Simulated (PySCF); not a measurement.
H4SSi2, neutral, multiplicity 1. Atoms are numbered in the order given.

```xyz
7

Si    -1.0978    -0.2237     0.0000
S      0.5710    -1.5487     0.0000
H     -0.1049    -2.7162     0.0000
Si     0.3256     1.7208     0.0000
H      1.7871     1.4541     0.0000
H     -0.0036     2.5415    -1.1965
H     -0.0036     2.5415     1.1965
```
Charge 0, spin multiplicity 1.

Geometry optimised at B3LYP-D3(BJ)/def2-TZVP. Other conformers were not sampled.

Method: PySCF with CAM-B3LYP/def2-TZVPD.

Mulliken values depend strongly on the basis, most of all with diffuse functions as here. ESP charges are fitted to the potential on shells at 1.4 to 2.0 van der Waals radii. Atomic charges (e):

```json
[
 {"atom": "Si1", "Mulliken": "0.14", "ESP fit": "-0.07"},
 {"atom": "S2", "Mulliken": "-0.26", "ESP fit": "-0.20"},
 {"atom": "H3", "Mulliken": "0.16", "ESP fit": "(withheld)"},
 {"atom": "Si4", "Mulliken": "0.20", "ESP fit": "(withheld)"},
 {"atom": "H5", "Mulliken": "-0.08", "ESP fit": "(withheld)"},
 {"atom": "H6", "Mulliken": "-0.08", "ESP fit": "(withheld)"},
 {"atom": "H7", "Mulliken": "-0.08", "ESP fit": "(withheld)"}
]
```

Task: Fill in the missing entries. (Estimate from the structure and the level; the computed values follow.)

Result: 
- H3, ESP fit: 0.18
- Si4, ESP fit: 0.42
- H5, ESP fit: -0.11
- H6, ESP fit: -0.11
- H7, ESP fit: -0.11
